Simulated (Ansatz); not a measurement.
Isolated molecules relaxed with PBE0-D4/def2-TZVP in Ansatz; ΔE leaves out vibrations. CCSD(T)/CBS adds triple-zeta CCSD(T) − MP2 to the extrapolated MP2 energy (def2 sets, frozen cores). This one scheme is used for every species. Functionals use def2-TZVPP. B3LYP here is the variant with VWN-RPA as its local correlation; programs differ in this. For Br outer-core shells are correlated without core-valence functions, which leaves a few kJ/mol of doubt a bond. Scalar relativity is left out up to krypton. Each species was taken in one conformer, which may not be the lowest.

Reaction (ligand exchange at the Si–Br bond): `CO[Si](O)(Cl)Br` + HCl → `CO[Si](O)(Cl)Cl` + HBr

`CO[Si](O)(Cl)Br`:

Cartesian coordinates in Å:
```
C 1.606 0.194 -0.379
O 0.389 0.606 0.212
Si -1.043 -0.122 0.065
O -2.159 0.677 0.919
Cl -1.669 -0.131 -1.864
Br -0.854 -2.216 0.759
H 1.879 -0.812 -0.050
H 1.533 0.208 -1.470
H 2.380 0.895 -0.065
H -2.061 0.700 1.873
```

HCl:

Cartesian coordinates in Å:
```
Cl 0.166 -0.103 -0.609
H -0.166 0.103 0.609
```

`CO[Si](O)(Cl)Cl`:

Cartesian coordinates in Å:
```
C 0.960 0.252 1.320
O 0.240 -0.560 0.414
Si -0.717 -0.042 -0.777
O -1.310 -1.303 -1.593
Cl 0.357 1.199 -1.997
Cl -2.305 0.994 -0.056
H 0.279 0.852 1.931
H 1.535 -0.406 1.971
H 1.646 0.918 0.790
H -0.685 -1.905 -2.003
```

HBr:

```xyz
2

Br   -0.272   -0.290    0.588
H     0.272    0.290   -0.588
```

| level | ΔE (kJ/mol) | difference from CCSD(T)/CBS |
| --- | --- | --- |
| PBE-D4 | -4.7 | -1.1 |
| r2SCAN-D4 | -7.0 | -3.4 |
| PBE0-D4 | -5.0 | -1.4 |
| B3LYP-D4 | -6.8 | -3.2 |
| ωB97X-V | -7.3 | -3.7 |
| ωB97M-V | -7.0 | -3.4 |
| B2PLYP | -7.6 | -4.0 |
| PBE | -5.9 | -2.3 |
| r2SCAN | -7.3 | -3.7 |
| PBE0 | -6.1 | -2.5 |
| B3LYP | -9.0 | -5.4 |
| HF/def2-TZVPP | -10.0 | -6.4 |
| MP2/def2-TZVPP | -4.3 | -0.7 |
| SCS-MP2/def2-TZVPP | -5.9 | -2.3 |
| CCSD/def2-TZVPP | -6.6 | -3.0 |
| CCSD(T)/def2-TZVPP | -6.1 | -2.5 |
| HF/def2-QZVPP | -10.4 | -6.8 |
| MP2/def2-QZVPP | -3.0 | 0.6 |
| SCS-MP2/def2-QZVPP | -5.0 | -1.4 |
| HF/CBS(def2) | -10.4 | -6.8 |
| MP2/CBS(def2) | -1.8 | 1.8 |
| CCSD/CBS(def2) | -4.1 | -0.5 |
| CCSD(T)/CBS | -3.6 | 0 |

Largest T1 diagnostic among the species: 0.010.

In def2-TZVPP, CCSD(T) changes the Hartree–Fock value by +3.9 kJ/mol (the triples alone add +0.5 kJ/mol) and MP2 by +5.7 kJ/mol.
